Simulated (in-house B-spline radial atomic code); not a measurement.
A run on Zr (an excited or competing configuration) that did not converge. Method: scalar-relativistic (X2C) r2SCAN0, spin-polarised, spherical fractional occupations, exact exchange averaged over the configuration, Fermi nucleus of rms radius 4.2694 fm; computed with a B-spline radial code for spherical atoms.

Command:
```bash
python run_scf.py task.json out
```
Settings (nuclear radius in fm, mass in u):
```
Z                40
configuration    [Kr] 4d1 5s2 6s1
hamiltonian      x2c
method           r2scan0
spin_polarised   True
nucleus          fermi
rms_radius       4.2694
atomic_mass      89.9047
speed_of_light   137.035999084
exact_exchange   averaged over the configuration
```

First and last ten iterations of the last attempt (damped for 15 steps, keeping 80 % of the old Fock matrix, then DIIS):
```
 iter        energy (Eh)    residual
    1       -3598.009277    8.04e-02
    2       -3598.016966    2.27e-03
    3       -3598.016996    1.96e-03
    4       -3598.017017    1.69e-03
    5       -3598.017032    1.46e-03
    6       -3598.017042    1.25e-03
    7       -3598.017049    1.08e-03
    8       -3598.017055    9.31e-04
    9       -3598.017059    8.02e-04
   10       -3598.017062    6.90e-04
  111       -3598.017070    1.43e-05
  112       -3598.017070    1.43e-05
  113       -3598.017070    4.97e-05
  114       -3598.017070    4.94e-05
  115       -3598.017070    1.42e-05
  116       -3598.017070    1.42e-05
  117       -3598.017070    1.43e-05
  118       -3598.017070    1.42e-05
  119       -3598.017070    1.42e-05
  120       -3598.017070    1.42e-05
 not converged after 120 iterations
```

The smallest residual met was 1.4e-05; the threshold is about 4e-07. Over the last five steps the energy moves by less than 1e-08 hartree, but the orbitals didn't meet the threshold. Time taken, with all properties: 9.6 s on 1 thread of Arm Neoverse N1, on a shared host.
